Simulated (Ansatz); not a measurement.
Ti3⁺: single points at one geometry.

```yaml
crystal:
  periodic: [false, false, false]
  atoms:
    - {symbol: Ti, position_ang: [0.332586, 0.947202, 1.073718]}
    - {symbol: Ti, position_ang: [0.292914, 0.319542, -1.079001]}
    - {symbol: Ti, position_ang: [-0.625500, -1.266743, 0.005273]}
basis:
  gaussian: {orbitals: def2-TZVP, initial_orbitals: start.molden}
total_charge: 1
magnetization: {spin_polarized: true, initial_magnetization: 1}
hamiltonian: {xc: {name: B2PLYP}}
scf: {omitted_lower_state_checks: [starts]}
```

The file start.molden holds the orbitals of an earlier run on this structure, at another level or in another basis.

```sh
$ ansatz run in.yaml --threads 4 --pin off --events-out ev --progress --plain --max-ram 3916MiB
```

Output, abridged:

```
Functional definition: B2PLYP
1206 factors; integrals over basis functions are off by at most 6.8e-4 eV
mean field evaluation 1: about -69307.7262 eV, gradient 7.3e0 eV
mean field evaluation 2: about -69308.2624 eV, gradient 1.9e0 eV
mean field evaluation 4: about -69308.5231 eV, gradient 6.6e-1 eV
mean field evaluation 8: about -69308.5333 eV, gradient 1.2e-3 eV
mean field -69308.53334599 eV, -2547.0416214540 hartree, gradient 2.8e-6 eV, S^2 3.495265; 0 other end points of the search recorded, 0 dependent functions left out
15 core orbitals not correlated: weight in the atoms' cores, before any rotation towards them, 1.000 or more for the frozen orbitals, at most 0.000 for the correlated occupied ones
reference -69308.53347387 eV, -2547.0416261534 hartree; 18, 17 occupied and 102, 103 virtual orbitals, 1206 factors
second order -35.54631010 eV of doubles, -0.00000000 eV of singles
Total energy: -69318.13097760 eV, -2547.3943279100 hartree
Checks for a lower state left out: starts
```

Run time 39 s (4 threads of Intel Xeon on a shared host).

As the first input, with `gaussian: {orbitals: def2-SVP, initial_orbitals: start.molden}`, `hamiltonian: {xc: pbe, dispersion: d4}`, `output: {orbitals: {seedname: orbitals}}` (abridged; 7 s):

```
Functional definition: PBE
mean field evaluation 16: about -69307.5409 eV, gradient 1.0e-5 eV
mean field -69307.54091228 eV, -2547.0051501876 hartree, gradient 1.8e-6 eV, S^2 2.653706
Total energy: -69307.62682710 eV, -2547.0083074993 hartree
Checks for a lower state left out: starts
```

As the first input, with `hamiltonian: {xc: pbe, dispersion: d4}`, `output: {orbitals: {seedname: orbitals}}` (abridged; 10 s):

```
Functional definition: PBE
mean field evaluation 16: about -69316.8073 eV, gradient 5.7e-5 eV
mean field -69316.80727460 eV, -2547.3456827219 hartree, gradient 4.9e-6 eV, S^2 2.692720
Total energy: -69316.89317582 eV, -2547.3488395335 hartree
Checks for a lower state left out: starts
```

First input, but with `gaussian: {orbitals: def2-SVP, initial_orbitals: start.molden}`, `hamiltonian: {xc: pbe0, dispersion: d4}`, `output: {orbitals: {seedname: orbitals}}` (abridged; 11 s):

```
Functional definition: PBE0
mean field -69307.72847839 eV, -2547.0120431151 hartree, gradient 2.9e-6 eV, S^2 3.181261
Total energy: -69307.80126537 eV, -2547.0147179873 hartree
Checks for a lower state left out: starts
```

First input, but with `hamiltonian: {xc: {text: "exchange = 0.85*pbe_x + 0.15*exact_x\ncorrelation = pbe_c"}}`, `output: {orbitals: {seedname: orbitals}}` (abridged; 16 s):

```
Functional definition: unnamed
mean field evaluation 16: about -69316.6562 eV, gradient 2.0e-6 eV
mean field -69316.65621907 eV, -2547.3401315338 hartree, gradient 2.0e-6 eV, S^2 3.001248
Total energy: -69316.65625503 eV, -2547.3401328551 hartree
Checks for a lower state left out: starts
```

The first input with `hamiltonian: {xc: {text: "exchange = 0.90*pbe_x + 0.10*exact_x\ncorrelation = pbe_c"}}`, `output: {orbitals: {seedname: orbitals}}` (abridged; 17 s):

```
Functional definition: unnamed
mean field evaluation 16: about -69316.6487 eV, gradient 8.3e-6 eV
mean field -69316.64870325 eV, -2547.3398553326 hartree, gradient 8.4e-6 eV, S^2 2.894990
Total energy: -69316.64874102 eV, -2547.3398567206 hartree
Checks for a lower state left out: starts
```

First input, but with `hamiltonian: {xc: hse06, dispersion: d4}`, `output: {orbitals: {seedname: orbitals}}` (abridged; 19 s):

```
Functional definition: HSE06
mean field -69316.21245304 eV, -2547.3238234331 hartree, gradient 4.9e-6 eV, S^2 3.181440
Total energy: -69316.28464627 eV, -2547.3264764852 hartree
Checks for a lower state left out: starts
```

Geometry: PBE-D4/def2-TZVP.

HSE06 is defined as in plane-wave codes, on full-range PBE exchange. Correlated methods freeze 15 core orbitals; core or outer-core shells of Ti are correlated, in sets that lack core-valence functions. At B2PLYP/def2-TZVP, PBE-D4/def2-SVP, PBE-D4/def2-TZVP, PBE0-D4/def2-SVP and others the charge 1 doublet is spin-contaminated (final ⟨S²⟩ up to 3.50, 0.75 for a pure state). The order of the spin states hangs on the level: the sextet lies 0.43 eV below the doublet at PBE-D4/def2-TZVP, but 0.05 eV above it at HSE06-D4/def2-TZVP. The structure comes from a short search, and lower isomers may exist.
